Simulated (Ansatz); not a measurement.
`C=NBC` + H₂ → `BN=C` + CH₄  (hydrogenolysis of a B–C bond)

Gas-phase electronic energies from Ansatz, PBE0-D4/def2-TZVP geometries. CCSD(T)/CBS adds triple-zeta CCSD(T) − MP2 to the extrapolated MP2 energy (def2 sets, frozen cores). This one scheme is used for every species. Functionals use def2-TZVPP. HSE06 is defined as in plane-wave codes. Each species was taken in one conformer, which may not be the lowest.

Question: Is it downhill or uphill in electronic energy at CCSD(T)/CBS, and by how much? (An estimate is asked.)

Answer: The calculation gave: Downhill: ΔE = -26.2 kJ/mol.

Question: What do these levels give: HSE06-D4, r2SCAN, BHLYP, MP2/def2-TZVPP, CCSD(T)/def2-TZVPP, HF/CBS(def2)? (Best estimate.)

Answer: Computed: HSE06-D4 -26.4, r2SCAN -26.6, BHLYP -37.3, MP2/def2-TZVPP -23.4, CCSD(T)/def2-TZVPP -28.0, HF/CBS(def2) -44.6 kJ/mol.

Largest T1 diagnostic among the species: 0.016.

The D4 term adds +6.0 kJ/mol with B3LYP and +3.3 kJ/mol with PBE0; it sums over pairs of atoms, weighted by their polarisabilities, and B3LYP, whose exchange is more repulsive, gets the larger term. In def2-TZVPP, CCSD(T) changes the Hartree–Fock value by +16.7 kJ/mol (the triples alone add +3.1 kJ/mol) and MP2 by +21.3 kJ/mol.

B3LYP here is the variant with VWN-RPA as its local correlation; programs differ in this.
